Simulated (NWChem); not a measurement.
All runs are NWChem calculations. System: Sn, charge 1, spin multiplicity 4. Its SCF solution wasn't tested for a lower state. Level: UHF/def2-TZVP with def2 effective core potentials on Sn.

Output (cleaned and shortened):

```
             Northwest Computational Chemistry Package (NWChem) 7.3.0
             --------------------------------------------------------

                                NWChem Input Module
                                -------------------

 Scaling coordinates for geometry "geometry" by  1.889725989
 (inverse scale =  0.529177249)

                             Geometry "geometry" -> ""
                             -------------------------

 Output coordinates in angstroms (scale by  1.889725989 to convert to a.u.)

  No.       Tag          Charge          X              Y              Z
 ---- ---------------- ---------- -------------- -------------- --------------
    1 Sn                  50.0000     0.00000000     0.00000000     0.00000000

 Effective nuclear repulsion energy (a.u.)       0.0000000000

            Nuclear Dipole moment (a.u.)
            ----------------------------
        X                 Y               Z
 ---------------- ---------------- ----------------
     0.0000000000     0.0000000000     0.0000000000

      Symmetry information
      --------------------

 Group name             D2h
 Group number             26
 Group order               8
 No. of unique centers     1

      Symmetry unique atoms

     1


 Summary of "ao basis" -> "" (spherical)
 ------------------------------------------------------------------------------
       Tag                 Description            Shells   Functions and Types
 ---------------- ------------------------------  ------  ---------------------
 *                         def2-tzvp                  on all atoms

 Summary of "ao basis" -> "ao basis" (spherical)
 ------------------------------------------------------------------------------
       Tag                 Description            Shells   Functions and Types
 ---------------- ------------------------------  ------  ---------------------
 Sn                        def2-tzvp                16       50   6s5p3d2f

                                 NWChem SCF Module
                                 -----------------

  ao basis        = "ao basis"
  functions       =    50
  atoms           =     1
  alpha electrons =    12
  beta  electrons =     9
  charge          =   1.00
  wavefunction    = UHF
  use symmetry    = T
  symmetry adapt  = T

 Summary of "ao basis" -> "ao basis" (spherical)
 ------------------------------------------------------------------------------
       Tag                 Description            Shells   Functions and Types
 ---------------- ------------------------------  ------  ---------------------
 Sn                        def2-tzvp                16       50   6s5p3d2f

      Symmetry analysis of basis
      --------------------------

        ag         12
        au          2
        b1g         3
        b1u         9
        b2g         3
        b2u         9
        b3g         3
        b3u         9

 Forming initial guess at       0.1s

   Symmetry analysis of molecular orbitals - initial alpha
   -------------------------------------------------------

  Numbering of irreducible representations:

     1 ag          2 au          3 b1g         4 b1u         5 b2g
     6 b2u         7 b3g         8 b3u

  Orbital symmetries:

     1 ag          2 b1u         3 b3u         4 b2u         5 ag
     6 b3g         7 b2g         8 b1g         9 ag         10 ag
    11 b2u        12 b3u        13 b1u        14 b3u        15 b2u
    16 b1u        17 b1g        18 ag         19 b2g        20 b3g
    21 ag         22 ag

   Symmetry analysis of molecular orbitals - initial beta
   ------------------------------------------------------

  Numbering of irreducible representations:

     1 ag          2 au          3 b1g         4 b1u         5 b2g
     6 b2u         7 b3g         8 b3u

  Orbital symmetries:

     1 ag          2 b1u         3 b3u         4 b2u         5 ag
     6 b2g         7 b3g         8 ag          9 b1g        10 ag
    11 b1u        12 b3u        13 b2u        14 b1u        15 b3u
    16 b2u        17 ag         18 b3g        19 b2g        20 ag
    21 ag         22 b1g

 Starting SCF solution at       0.1s

 ----------------------------------------------
[...]
   20    0.1170
   21    0.1177
   22    0.1177

                    UHF Final Alpha Molecular Orbital Analysis
                    ------------------------------------------

 Vector   10  Occ=1.000000D+00  E=-9.118292D-01  Symmetry=ag
              MO Center=  4.3D-17,  4.8D-17, -2.1D-17, r^2= 1.8D+00
   Bfn.  Coefficient  Atom+Function         Bfn.  Coefficient  Atom+Function
  ----- ------------  ---------------      ----- ------------  ---------------
     5      0.906251  1 Sn s                  2      0.590559  1 Sn s
     3     -0.449419  1 Sn s                  4     -0.418893  1 Sn s
     1     -0.372560  1 Sn s                  6      0.354136  1 Sn s

 Vector   11  Occ=1.000000D+00  E=-5.679470D-01  Symmetry=b2u
              MO Center= -3.1D-29, -6.1D-17, -8.3D-31, r^2= 2.5D+00
   Bfn.  Coefficient  Atom+Function         Bfn.  Coefficient  Atom+Function
  ----- ------------  ---------------      ----- ------------  ---------------
    17      0.653415  1 Sn py                11     -0.418766  1 Sn py
    14      0.415444  1 Sn py

 Vector   12  Occ=1.000000D+00  E=-5.679470D-01  Symmetry=b3u
              MO Center= -5.8D-17, -3.0D-29, -5.5D-31, r^2= 2.5D+00
   Bfn.  Coefficient  Atom+Function         Bfn.  Coefficient  Atom+Function
  ----- ------------  ---------------      ----- ------------  ---------------
    16      0.653415  1 Sn px                10     -0.418766  1 Sn px
    13      0.415444  1 Sn px

 Vector   13  Occ=0.000000D+00  E=-2.832850D-01  Symmetry=b1u
              MO Center= -2.0D-17,  3.5D-17, -3.4D-16, r^2= 3.1D+00
   Bfn.  Coefficient  Atom+Function         Bfn.  Coefficient  Atom+Function
  ----- ------------  ---------------      ----- ------------  ---------------
    18      0.608497  1 Sn pz                12     -0.364297  1 Sn pz
    15      0.310511  1 Sn pz                21      0.243449  1 Sn pz

 Vector   14  Occ=0.000000D+00  E=-1.449693D-02  Symmetry=b2u
              MO Center= -3.3D-28,  3.8D-17,  2.4D-28, r^2= 1.1D+01
   Bfn.  Coefficient  Atom+Function         Bfn.  Coefficient  Atom+Function
  ----- ------------  ---------------      ----- ------------  ---------------
    20      1.540323  1 Sn py                17     -1.104831  1 Sn py
    11      0.176419  1 Sn py

 Vector   15  Occ=0.000000D+00  E=-1.449693D-02  Symmetry=b3u
              MO Center=  3.6D-19, -8.8D-31,  8.0D-31, r^2= 1.1D+01
   Bfn.  Coefficient  Atom+Function         Bfn.  Coefficient  Atom+Function
  ----- ------------  ---------------      ----- ------------  ---------------
    19      1.540323  1 Sn px                16     -1.104831  1 Sn px
    10      0.176419  1 Sn px

                     UHF Final Beta Molecular Orbital Analysis
                     -----------------------------------------

 Vector    7  Occ=1.000000D+00  E=-1.642591D+00  Symmetry=b3g
              MO Center= -2.3D-31,  5.3D-18,  2.7D-30, r^2= 3.8D-01
   Bfn.  Coefficient  Atom+Function         Bfn.  Coefficient  Atom+Function
  ----- ------------  ---------------      ----- ------------  ---------------
    23      0.914912  1 Sn d -1

 Vector    8  Occ=1.000000D+00  E=-1.624778D+00  Symmetry=ag
              MO Center=  2.3D-28, -5.6D-29, -1.0D-30, r^2= 3.7D-01
   Bfn.  Coefficient  Atom+Function         Bfn.  Coefficient  Atom+Function
  ----- ------------  ---------------      ----- ------------  ---------------
    26      0.917899  1 Sn d  2

 Vector    9  Occ=1.000000D+00  E=-1.624778D+00  Symmetry=b1g
              MO Center= -9.7D-31, -5.5D-31,  1.2D-32, r^2= 3.7D-01
   Bfn.  Coefficient  Atom+Function         Bfn.  Coefficient  Atom+Function
  ----- ------------  ---------------      ----- ------------  ---------------
    22      0.917899  1 Sn d -2

 Vector   10  Occ=0.000000D+00  E=-3.783668D-01  Symmetry=ag
              MO Center= -5.4D-18, -1.1D-18, -1.1D-17, r^2= 2.1D+00
   Bfn.  Coefficient  Atom+Function         Bfn.  Coefficient  Atom+Function
  ----- ------------  ---------------      ----- ------------  ---------------
     5      0.604999  1 Sn s                  6      0.601560  1 Sn s
     2      0.546183  1 Sn s                  3     -0.432332  1 Sn s
     1     -0.344905  1 Sn s                  4     -0.322184  1 Sn s

 Vector   11  Occ=0.000000D+00  E=-1.901108D-01  Symmetry=b1u
              MO Center=  2.6D-23,  3.0D-21, -2.0D-18, r^2= 4.3D+00
   Bfn.  Coefficient  Atom+Function         Bfn.  Coefficient  Atom+Function
  ----- ------------  ---------------      ----- ------------  ---------------
    21      0.493568  1 Sn pz                18      0.443819  1 Sn pz
    12     -0.291115  1 Sn pz                15      0.225079  1 Sn pz

 Vector   12  Occ=0.000000D+00  E=-1.537823D-01  Symmetry=b3u
              MO Center= -1.4D-16,  7.4D-29,  8.0D-29, r^2= 4.9D+00
   Bfn.  Coefficient  Atom+Function         Bfn.  Coefficient  Atom+Function
  ----- ------------  ---------------      ----- ------------  ---------------
    19      0.611690  1 Sn px                16      0.330850  1 Sn px
    10     -0.268455  1 Sn px                13      0.219467  1 Sn px

 center of mass
 --------------
 x =   0.00000000 y =   0.00000000 z =   0.00000000

 moments of inertia (a.u.)
 ------------------
           0.000000000000           0.000000000000           0.000000000000
           0.000000000000           0.000000000000           0.000000000000
           0.000000000000           0.000000000000           0.000000000000

  Mulliken analysis of the total density
  --------------------------------------

    Atom       Charge   Shell Charges
 -----------   ------   -------------------------------------------------------
    1 Sn  22    21.00   0.27 -0.74  1.48  0.97  0.71  0.30 -0.40  6.37  0.67  1.24  0.12  8.99  1.00  0.02  0.00  0.00

  Mulliken analysis of the alpha density
  --------------------------------------

    Atom       Charge   Shell Charges
 -----------   ------   -------------------------------------------------------
    1 Sn  22    12.00   0.15 -0.39  0.78  0.46  0.70  0.31 -0.21  3.19  0.65  1.24  0.12  4.45  0.54  0.02  0.00  0.00

   Mulliken analysis of the beta density
   -------------------------------------

    Atom       Charge   Shell Charges
 -----------   ------   -------------------------------------------------------
    1 Sn  22     9.00   0.13 -0.34  0.70  0.51  0.01 -0.00 -0.20  3.18  0.02 -0.00  0.00  4.54  0.45  0.00  0.00  0.00

   Mulliken analysis of the spin density
   -------------------------------------

    Atom       Charge   Shell Charges
 -----------   ------   -------------------------------------------------------
    1 Sn  22     3.00   0.02 -0.05  0.07 -0.04  0.69  0.31 -0.01  0.01  0.63  1.24  0.12 -0.09  0.09  0.01  0.00 -0.00

       Multipole analysis of the density wrt the origin
       ------------------------------------------------

     L   x y z        total         alpha         beta         nuclear
     -   - - -        -----         -----         ----         -------
     0   0 0 0      1.000000    -12.000000     -9.000000     22.000000

     1   1 0 0     -0.000000     -0.000000      0.000000      0.000000
     1   0 1 0     -0.000000     -0.000000      0.000000      0.000000
     1   0 0 1     -0.000000     -0.000000      0.000000      0.000000

     2   2 0 0    -16.350179    -12.963483     -3.386696      0.000000
     2   1 1 0      0.000000      0.000000     -0.000000      0.000000
     2   1 0 1      0.000000      0.000000      0.000000      0.000000
     2   0 2 0    -16.350179    -12.963483     -3.386696      0.000000
     2   0 1 1      0.000000      0.000000     -0.000000      0.000000
     2   0 0 2    -12.427121     -9.004167     -3.422954      0.000000

 Task  times  cpu:        0.5s     wall:        0.5s

 Total times  cpu:        0.6s     wall:        0.6s
```

Q: Write an NWChem input that would produce this output.

A: Several could match; the one computed here: 
```
start mol
memory heap 200 mb stack 900 mb global 1100 mb
charge 1
geometry units angstroms nocenter noautoz
  Sn     0.000000     0.000000     0.000000
  symmetry group D2h
end
basis spherical
  * library def2-tzvp
end
ecp
  Sn library def2-ecp
end
scf
  uhf
  nopen 3
  maxiter 100
  thresh 1e-7
  semidirect memsize 60000000 filesize 0
  # guess.movecs holds the orbitals of an unrestricted PBE0 run
  vectors input guess.movecs output mol.movecs
end
task scf energy
```
